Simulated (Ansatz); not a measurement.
Ansatz (an electronic-structure program) input:

Ansatz 0.2 input:
```yaml
crystal:
  periodic: [false, false, false]
  atoms:
    - {symbol: Si, position_ang: [0.23074431, -0.00199653, -1.03087100]}
    - {symbol: C, position_ang: [1.76283007, -0.39303382, -1.74625183]}
    - {symbol: C, position_ang: [-1.18658798, -1.18952272, -1.42486773]}
    - {symbol: C, position_ang: [-0.34101954, 1.78771306, -1.24136662]}
    - {symbol: Br, position_ang: [-0.10227661, -0.06390430, 1.50811104]}
    - {symbol: H, position_ang: [2.09034133, -1.42847891, -1.80724595]}
    - {symbol: H, position_ang: [2.58593842, 0.31651214, -1.69969391]}
    - {symbol: H, position_ang: [-0.87866158, -2.21662119, -1.21626856]}
    - {symbol: H, position_ang: [-1.45344037, -1.12211251, -2.48335476]}
    - {symbol: H, position_ang: [-2.06610208, -0.97213636, -0.81711643]}
    - {symbol: H, position_ang: [-0.56931184, 1.99089286, -2.29148553]}
    - {symbol: H, position_ang: [0.45234224, 2.46982637, -0.92742065]}
    - {symbol: H, position_ang: [-1.22318034, 1.99578041, -0.63418970]}
basis:
  gaussian:
    orbitals: def2-SVPD
total_charge: -1
magnetization: {spin_polarized: false}
correlation: {method: ccsd_t, electrons: outside_noble_gas}
output: {forces: true}
```

Problem. What final total energy does it print?

Solution. -2979.97093 Eh (CCSD(T)/def2-SVPD). The basis has 189 functions. The run takes roughly 27 core-minutes.

It need not be the lowest isomer of its formula. Whether it binds its extra electron was not tested at this geometry.
